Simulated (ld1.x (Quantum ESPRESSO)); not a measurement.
## molybdenum (Mo): excitation energies, all-electron against TM

molybdenum, norm-conserving Troullier–Martins (Kleinman–Bylander form), made with ld1.x (Quantum ESPRESSO) 7.5 (PBE, scalar-relativistic). Core [Ar] 3d10, reference 4s2 4p6 4d3 5s0 5p0 (charge +3). Waves: 4s (bound): rc 1.10 bohr; 4p (bound): rc 1.95 bohr; 4d (bound): rc 1.55 bohr. Local part: the d channel. Core correction: none.

Energies are relative to the spin-unpolarised reference configuration 4s2 4p6 4d3 5s0 5p0; without spin polarisation the order of configurations can differ from experiment.

| valence configuration | charge | ΔE all-electron (eV) | error AE − PS (meV) |
| --- | --- | --- | --- |
| 4s2 4p6 4d5 5s1 5p0 | 0 | -49.096 | -15 |
| 4s2 4p6 4d4 5s0 5p0 | +2 | -26.744 | +4.1 |
| 4s2 4p6 4d5 5s0.5 5p0 | +0.5 | -46.369 | -5.0 |
| 4s2 4p6 4d4 5s1 5p0 | +1 | -41.032 | -30 |
| 4s2 4p6 4d6 5s0 5p0 | 0 | -48.333 | +8.2 |
| 4s1 4p6 4d5 5s1 5p0 | +1 | 21.104 | -73 |

Problem. What are ΔE and the potential's error for 4s2 4p6 4d5 5s0 5p0?

Solution. ΔE = -42.206 eV all-electron; the error (AE − PS) is +7.8 meV.

Levels in the configuration 4s2 4p6 4d6 5s0 5p0:

```csv
level,all-electron (eV),pseudo (eV)
4s,-62.207,-62.245
4p,-36.450,-36.463
4d,-2.308,-2.308
```
